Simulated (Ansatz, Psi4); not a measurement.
Intermolecular potential of Cl2Ge ··· HF (SMILES [Cl][Ge][Cl] and F), singlet. Monomers: optimised at B3LYP-D3(BJ) (def2-TZVP), held rigid. Orientation: lowest of the rigid-body minima from ten starts at GFN2-xTB. Only R, the distance of the centres of mass, is varied, so the lowest point isn't the relaxed dimer.

- PBE/def2-TZVP, counterpoise-corrected (Psi4)
- PBE-D3(BJ)/def2-TZVP, counterpoise-corrected (Psi4)
- B3LYP/def2-TZVP, counterpoise-corrected (Psi4)
- CCSD(T)/aug-cc-pVDZ = CCSD(T) on RHF/aug-cc-pVDZ, cores with 3d frozen, counterpoise-corrected (Ansatz, an electronic-structure program)

Interaction energies in kJ/mol; the last columns give the difference from CCSD(T):

| R / Å | PBE/def2-TZVP | PBE-D3(BJ)/def2-TZVP | B3LYP/def2-TZVP | CCSD(T)/aug-cc-pVDZ | PBE/def2-TZVP − CCSD(T)/aug-cc-pVDZ | PBE-D3(BJ)/def2-TZVP − CCSD(T)/aug-cc-pVDZ | B3LYP/def2-TZVP − CCSD(T)/aug-cc-pVDZ |
|---|---|---|---|---|---|---|---|
| 2.31 | -5.65 | -9.84 | 3.87 | 13.81 | -19.46 | -23.65 | -9.94 |
| 2.51 | -16.69 | -21.06 | -9.48 | -3.11 | -13.57 | -17.94 | -6.37 |
| 2.71 | -19.83 | -24.03 | -14.56 | -11.29 | -8.55 | -12.74 | -3.27 |
| 2.93 | -19.22 | -23.09 | -15.45 | -14.41 | -4.81 | -8.67 | -1.04 |
| 3.12 | -17.26 | -20.79 | -14.35 | -14.50 | -2.77 | -6.29 | 0.14 |
| 3.41 | -13.62 | -16.58 | -11.53 | -12.61 | -1.02 | -3.98 | 1.08 |
| 3.68 | -10.48 | -12.88 | -8.86 | -10.24 | -0.24 | -2.65 | 1.38 |
| 4.21 | -5.99 | -7.44 | -5.06 | -6.27 | 0.28 | -1.17 | 1.21 |
| 4.87 | -3.01 | -3.72 | -2.74 | -3.37 | 0.36 | -0.34 | 0.64 |
| 5.91 | -1.23 | -1.46 | -1.32 | -1.47 | 0.25 | 0.02 | 0.16 |
| 7.23 | -0.56 | -0.63 | -0.63 | -0.65 | 0.09 | 0.02 | 0.02 |

PBE/def2-TZVP is furthest from CCSD(T)/aug-cc-pVDZ at 2.31 (-19.46 kJ/mol, below); its mean absolute difference over the points is 4.67 kJ/mol.

PBE-D3(BJ)/def2-TZVP is furthest from CCSD(T)/aug-cc-pVDZ at 2.31 (-23.65 kJ/mol, below); its mean absolute difference over the points is 7.04 kJ/mol.

B3LYP/def2-TZVP is furthest from CCSD(T)/aug-cc-pVDZ at 2.31 (-9.94 kJ/mol, below); its mean absolute difference over the points is 2.29 kJ/mol.
